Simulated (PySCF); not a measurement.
A geometry optimisation on `C[Se]c1ccc2[se]nnc2c1`.

Method: PBE0-D3(BJ)/def2-SVP geometry optimisation, gas phase (PySCF 2.14.0). Start geometry: GFN2-xTB. A driver script takes a list of jobs; this job's settings line and coordinates (Å) are shown.

Input:
```
{"job": {"xc": "PBE0", "basis": "def2-SVP", "d3": "d3bj", "grid": 2, "kind": "geom"}, "charge": 0, "multiplicity": 1}
C      3.219589    -0.236228    -0.254157
Se     2.332935     1.107570     0.845005
C      0.499706     0.599388     0.667207
C     -0.430661     1.393607     1.360642
C     -1.778098     1.132265     1.310598
C     -2.221732     0.052811     0.552019
Se    -3.928963    -0.616285     0.235628
N     -3.064529    -1.895784    -0.811965
N     -1.841610    -1.769549    -0.848695
C     -1.282962    -0.752681    -0.149477
C      0.082212    -0.474318    -0.088572
H      4.283034    -0.016011    -0.206430
H      3.030655    -1.226546     0.153052
H      2.873422    -0.157937    -1.281901
H     -0.062241     2.228384     1.942082
H     -2.480556     1.751047     1.847951
H      0.762802    -1.107704    -0.633435
```

Output:
```
step   0  E = -5181.07991076  max force = 0.020530
step   1  E = -5181.08350485  max force = 0.003655
step   2  E = -5181.08356340  max force = 0.001639
step   3  E = -5181.08359492  max force = 0.001454
step   4  E = -5181.08360216  max force = 0.000844
step   5  E = -5181.08360951  max force = 0.000324
optimisation converged
```

Energies in Eh; «max force» is the largest Cartesian gradient component in Eh/bohr.

Task: Give the first gradient maximum in eV/Å.

Result: With 1 Eh/bohr = 51.422 eV/Å, 1.056 eV/Å.

Task: How much energy does the optimisation release, in kJ/mol?

Result: E(step 0) − E(last step) = 0.003699 Eh, which is 9.7 kJ/mol.

Main results: final energy -5181.08361 Eh after 5 steps; dipole 2.76 D.

Task: Where do the atoms end?

Result: 0.033 Å rms from the input after alignment:
```
atom  x, y, z in Å
C1     3.3825   -0.1986   -0.2613
Se2    2.5751    1.1664    0.8442
C3     0.7457    0.6815    0.6757
C4    -0.1876    1.4852    1.3717
C5    -1.5477    1.2323    1.3261
C6    -2.0146    0.1487    0.5689
Se7   -3.7194   -0.4992    0.2660
N8    -2.8539   -1.8510   -0.8296
N9    -1.6296   -1.6988   -0.8450
C10   -1.0822   -0.6544   -0.1261
C11    0.2942   -0.3938   -0.0767
H12    4.4635   -0.0070   -0.2331
H13    3.1853   -1.2007    0.1428
H14    3.0319   -0.1233   -1.2995
H15    0.1721    2.3315    1.9636
H16   -2.2383    1.8740    1.8759
H17    0.9600   -1.0511   -0.6353
```

Time: 2.5 min of wall time; peak memory 1.2 GiB. Hardware: one thread of an AMD EPYC 9R14, shared host with 96 logical CPUs at a one-minute load of 74.
Labels such as C1 count atoms from 1, the log's own numbers from 0.
